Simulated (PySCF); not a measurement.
Which level of theory gave which numbers?

C₃H₅ClO₂Si.
Numbering: `[CH3:1][Si:2]1([Cl:3])[O:4][CH:5]=[CH:6][O:7]1` (hydrogens: H8, H9, H10 on C1; H11 on C5; H12 on C6)

Geometry (PBE0-D3(BJ)/def2-SVP, Å), atoms numbered from 1 in this order:
```xyz
12
C3H5ClO2Si angstrom
C     -2.0107    0.3849   -0.1757
Si    -0.3970   -0.1363    0.5377
Cl    -0.6661   -0.7952    2.4687
O      0.4446   -1.2844   -0.3661
C      1.7146   -0.7964   -0.5644
C      1.9147    0.4494   -0.1134
O      0.8166    1.0320    0.4740
H     -1.8683    0.7568   -1.2007
H     -2.7109   -0.4634   -0.1938
H     -2.4552    1.1830    0.4376
H      2.4269   -1.4557   -1.0578
H      2.8276    1.0414   -0.1528
```

The closed-shell ground state was solved 5 times with PySCF (density fitting, gas phase), always in the pcSseg-1 basis (158 functions), with these functionals: B3LYP, B97-D, BHandHLYP, CAM-B3LYP and HF.

```tsv
row	total energy (Eh)	HOMO (eV)	LUMO (eV)	dipole (D)
P	-1017.3590	-5.18	-0.11	1.76
Q	-1017.5673	-6.21	0.56	1.75
R	-1017.3745	-7.53	1.78	1.82
S	-1017.4426	-7.78	1.89	1.79
T	-1014.7046	-9.15	4.10	1.91
```

Problem. Which functional belongs to which row?

Solution. P = B97-D, Q = B3LYP, R = BHandHLYP, S = CAM-B3LYP, T = HF. By rising HOMO–LUMO gap: B97-D (GGA) 5.07 eV; B3LYP (global hybrid, 20 % exact exchange) 6.77 eV; BHandHLYP (global hybrid, 50 % exact exchange) 9.31 eV; CAM-B3LYP (range-separated hybrid) 9.67 eV; HF (all exact exchange) 13.25 eV. Total energies of different functionals aren't bounds to one another; each is stationary for its own functional.

B97-D is run here without its empirical dispersion term; that term would change no orbital, density or response property at a fixed geometry.
